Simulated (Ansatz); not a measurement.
Seven cases of atomisation energy with Al to Br (electronic energies, kcal/mol); geometries: B3LYP-D3(BJ)/def2-TZVP. The cases were drawn at random from those of this class that have a high level and all functionals, leaving out states under which another spin lies or may lie. Left out are anions, K, Ca, elements past Kr, ionisation of Li, Na and Mg, pi-pi* triplets of linear molecules and other triplets made from a closed-shell parent. Runs that doubt their state, and full CI more than 15 mEh from coupled cluster, are set aside; a case stays where another high level and all functionals remain. AFQMC serves as high level only in triple zeta or larger, with a steady walk, a bar under 0.8 kcal/mol and agreement with other high levels or trials where they ran; where none ran, an unstable determinant or (outside 3d species) a high T1 diagnostic also bars it, so strongly correlated cases are thinned. No case was kept or dropped by the size of a functional's miss. High levels with a bar over 0.5 kcal/mol are left out too, and the seventh case lies inside the range of the six. Affinities count positive where energy is released, gaps as the second state minus the first. r2SCAN is by Ansatz (an electronic-structure program) in def2-TZVPD. High levels (Ansatz): P = CCSD(T)/CBS(cc-pV(Q+d)Z,cc-pV(5+d)Z) + [CCSDT(Q) - CCSD(T)]/cc-pV(D+d)Z + core + X2C; Q = CCSD(T)/CBS(cc-pV(T+d)Z,cc-pV(Q+d)Z) + [CCSDT(Q) - CCSD(T)]/cc-pV(D+d)Z + core + X2C; R = CCSD(T)/CBS(cc-pVTZ,cc-pVQZ) + [CCSDT(Q) - CCSD(T)]/cc-pVDZ; S = CCSD(T)/CBS(cc-pVTZ,cc-pVQZ) + [CCSDT(Q) - CCSD(T)]/cc-pVTZ. Radicals and triplets start from unrestricted determinants; spin-orbit coupling is neglected. Correlated methods leave the cores frozen (noble-gas shells, and filled d and f shells in the p block). Rows without X2C or -DK are non-relativistic. CBS(X,Y): correlation extrapolated as X^-3, Hartree-Fock from the larger set (Q,5: extrapolated as (X+1)exp(-9√X)). A bracket is a step between two methods taken in the basis named. Functionals run without relativity, which enters their misses. 'core' is core correlation in cc-pwCVTZ (1s frozen past Ne), 'X2C' scalar relativity in cc-pVTZ-DK, both at CCSD(T). For partners of very few electrons the exact lower level stands in for a higher one.

| case | r2SCAN | level | high level |
|---|---|---|---|
| CH5GeN (SMILES [CH3][Ge][NH2]) | 645.6 | R | 647.6 |
| GeAsH4 (SMILES [GeH2][AsH2], doublet) | 329.3 | S | 323.5 |
| CH5GeO (SMILES [CH2][O][GeH3], doublet) | 601.6 | R | 598.3 |
| C2H6Si (SMILES C=C[SiH3]) | 771.3 | Q | 774.8 |
| H4BGeO (SMILES O[B][GeH3], doublet) | 515.3 | R | 506.0 |
| Si2H4F (SMILES [SiH]([SiH3])F, doublet) | 496.8 | Q | 495.8 |
| AlH3S2 (SMILES [SH][AlH][SH]) | 411.8 | P | withheld |

Q: Fit a straight line from r2SCAN to the high level over the first six rows by least squares, predict the seventh, and compare with the calculation.

A: Means: r2SCAN 559.98, high level 557.67. Sxx = 112920, Sxy = 115511, slope 1.0229, intercept -15.14 kcal/mol; residual standard deviation 3.8 kcal/mol. Seventh row: 1.0229·(411.8) -15.14 = 406.1 kcal/mol. The calculation gave 411.1 kcal/mol: the line differs from it by -5.0, r2SCAN itself by +0.7.
